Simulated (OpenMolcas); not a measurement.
## Cr2+: moving or changing the point charges

Cr2+ among 3 point charges of -2 e arranged as a planar triangle (D3h), 1.82 Å from the ion.
```
   1.8200    0.0000    0.0000  -2.00
  -0.9100    1.5762    0.0000  -2.00
  -0.9100   -1.5762    0.0000  -2.00
```

| Quantity | Value |
| --- | --- |
| Program | OpenMolcas |
| Method | CASSCF |
| Basis | ANO-RCC-VTZP [6s5p3d2f1g] |
| Scalar Hamiltonian | DKH2, point nucleus |
| Active space | 4 electrons in 5 orbitals (3d) |
| State averaging | 2S+1 = 5 even, 5 roots; 2S+1 = 3 even, 45 roots; 2S+1 = 1 even, 50 roots |
| Spin-orbit coupling | RASSI with atomic mean-field integrals over the reference wave functions |

Runs around this geometry, states (labels of D3, the rotations of D3h). Energies in cm-1 above the lowest state or level, χT in cm3 K/mol.

| R (Å) | q (e) | Ground state | First state of that spin | First gap with spin-orbit (degeneracies) | χT at 300 K | First state of another spin |
| --- | --- | --- | --- | --- | --- | --- |
| 1.82 | -1 | 5E | 5E 6506 | 127.0 (2, 2) | 2.380 | 3A2 20759 |
| 1.82 | -2 | 5E | 5E 13733 | 129.7 (2, 2) | 2.371 | 3A1 17550 |
| 1.99 | -2 | 5E | 5E 10035 | 128.6 (2, 2) | 2.376 | 3A2 18713 |

Taking the first state of the same spin as R^-n, n = -ln(10035 / 13733) / ln(1.99 / 1.82) = 3.5 between the shortest and longest distance.

Scaling the charges by -1 / -2 = 0.50 scales the first state of the same spin by 6506 / 13733 = 0.47; with fixed orbitals a first-order splitting would follow the charge.

An orbital doublet at a regular site is open to a Jahn-Teller distortion, which this geometry leaves out. Without dynamic correlation the repulsion within the d shell is too large (B by tens of per cent), so at a given field states of lower spin stand too high. This is an electrostatic model: the charges have no orbitals. No measured value stands beside these numbers.
